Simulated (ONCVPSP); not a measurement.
Plane-wave convergence, ONCV potential for lutetium (Lu)

* Element: lutetium (Lu)
* Generator: ONCVPSP 4.0.1
* Type: optimised norm-conserving Vanderbilt (ONCV)
* Functional: LDA (Perdew-Wang 92)
* Relativity: non-relativistic
* Frozen core: [Kr] 4d10
* Valence charge: 25
* Reference configuration: 4f14 5s2 5p6 5d1 6s2
* Partial waves: 5s+6s: rc 1.85 bohr, ncon 3, nbas 7, qcut 8 1/bohr, 3 projectors, debl 1.45 Ha; 5p: rc 2.30 bohr, ncon 4, nbas 7, qcut 4.8 1/bohr, 1 projector; 5d: rc 2.00 bohr, ncon 4, nbas 7, qcut 4.1 1/bohr, 2 projectors, debl 2.5 Ha; 4f: rc 0.75 bohr, ncon 3, nbas 8, qcut 22.2 1/bohr, 2 projectors, debl 4 Ha
* Local potential: polynomial inside 0.75 bohr (lpopt 5, dvloc0 1 Ha)
* Core correction: Teter function, fcfact 2.5, rcfact 1.1

Q: For each optimised wave give the share of its norm inside rc, the residual kinetic energy above qcut (Ha) and the cutoffs (Ha) for errors of 10, 1, 0.1 and 0.01 mHa per electron.

A:

```
         wave  norm inside rc  residual KE  10 mHa  1 mHa  0.1 mHa  0.01 mHa
           5s           0.903      7.2e-08    15.5   19.8     23.5      26.5
           6s           0.042      1.2e-08    11.0   16.6     21.1      24.6
s projector 3           0.098      6.0e-08    14.4   19.3     23.4      26.6
           5p           0.935      1.5e-05     6.7    8.7     10.3      12.2
           5d           0.376      5.0e-03     7.5   15.8     37.4      44.1
d projector 2           0.128      2.5e-02     9.7   14.4     26.2      42.4
           4f           0.666      1.0e-05   184.4  209.1    227.8     250.5
f projector 2           0.038      3.2e-06   162.1  194.4    218.8     237.6
```

The occupied waves need 209 Ha and 228 Ha for 1 and 0.1 mHa. Note: ghosts flagged at negative energy: s at -568.2 eV, p at -141.4 eV; no localised positive-energy state flagged. A true bound ghost makes a file unfit for plane-wave use. 1 of 4 tests not solved or not reliable.
